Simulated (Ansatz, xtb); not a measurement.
## C3H2N2OS: 4 structures ranked

4 gas-phase structures of C3H2N2OS, from a drawn sample of its isomers (lower ones may exist). Each was relaxed with GFN2-xTB; where two conformers were screened, the lower at r2SCAN-D4/def2-SVP is listed:

A. `O=Cc1ncsn1`, a singlet
B. `O=Cc1nncs1`, a singlet
C. `O=Cc1ncns1`, a singlet
D. `O=Cc1cnsn1`, a singlet

Q: Which do you expect lowest at r2SCAN-D4/def2-SVP, and how would the others follow?

A: Calculated order at r2SCAN-D4/def2-SVP: C (0.0), A (2.3), D (5.6), B (12.8) kcal/mol.

Energies above the lowest of each column, in kcal/mol; the last columns are at B3LYP-D3(BJ)/def2-SVP geometries (a dash: not run or not comparable):

```
structure  GFN2-xTB  HF/STO-3G  r2SCAN-D4/def2-SVP  B3LYP-D3(BJ)/def2-SVP  CCSD(T)/def2-SVP + ΔMP2/def2-TZVPP
        C       0.0        0.0                 0.0                    0.0                                 0.0
        A       2.5        0.0                 2.3                    2.2                                 1.9
        D       2.9        4.4                 5.6                    5.1                                 2.4
        B      13.9        7.0                12.8                   13.2                                   –
```

Every level run on C puts it lowest or level with the lowest. Flexible structures stand in one conformer each, not always the lowest. Frequencies (GFN2-xTB) were run for A, C, D alone. ΔMP2 is the change of the MP2 energy from the smaller to the larger basis.

Over these structures GFN2-xTB departs from r2SCAN-D4/def2-SVP by 1.2 kcal/mol on average once a common shift is removed. A GFN2-xTB relaxation took about 0.1 s and the r2SCAN-D4/def2-SVP energy about 2.1 s on a shared host (Ansatz 0.2.0, xtb 6.7.1).
